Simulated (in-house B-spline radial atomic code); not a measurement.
# BSE on G0W0@HF excitations of Be III (Be2+)

Method: BSE on G0W0@HF. Computed with an all-electron radial atomic-structure program (B-spline basis): linear response of the closed shell 1s2 with a statically screened interaction on G0W0 levels; scalar-relativistic (spin-free one-electron X2C), finite nucleus, no spin-orbit coupling, no double excitations, S, P, D and F terms only.

Command:
```bash
python run_td.py task.json out
```
Settings (radii: box in bohr, nucleus in fm):
```
Z                        4
electrons                2
configuration            1s2
hamiltonian              x2c
method                   bse
box_radius               29.48
rms_radius               2.519
intervals                75
```

Cost of the run: 5.6 s on 1 thread of Intel(R) Xeon(R) 6975P-C (Granite Rapids), on a shared host.

The lowest states, in the order of their Tamm-Dancoff energies; the method's threshold (minus the highest G0W0 level) is 153.94 eV. Labels give the largest channel, * marks a mixed state, and oscillator strengths are full-response dipole values. Energies in eV:

| state | full response | Tamm-Dancoff | oscillator strength |
| --- | --- | --- | --- |
| 1s → 2s 3S | 118.50 | 118.55 | - |
| 1s → 2p 3P | 121.86 | 121.88 | - |
| 1s → 2s 1S | ? | ? | - |
| 1s → 2p 1P | ? | ? | ? |
| 1s → 3s 3S | 139.04 | 139.05 | - |
| 1s → 3p 3P | 139.91 | 139.91 | - |
| 1s → 3s 1S | 139.94 | 139.96 | - |
| 1s → 3d 3D | 140.32 | 140.32 | - |
| 1s → 3d 1D | 140.34 | 140.34 | - |
| 1s → 3p 1P | 140.51 | 140.51 | 0.127 |

(1) Where does 1s → 2s 1S lie?

(2) Where does 1s → 2p 1P lie?

(3) How large is the singlet-triplet splitting of 1s → 2s (S terms) in Tamm-Dancoff?

(4) What polarisabilities and dispersion coefficient does the method give?

## Answers

(1) At 122.02 eV in full response, 122.08 eV in Tamm-Dancoff.

(2) At 123.98 eV in full response, 124.00 eV in Tamm-Dancoff, oscillator strength 0.531.

(3) 3.53 eV, from the unrounded values.

(4) Dipole 0.05147 bohr³, quadrupole 0.01518 bohr⁵, C6 0.01095 hartree·bohr⁶ for two such species.
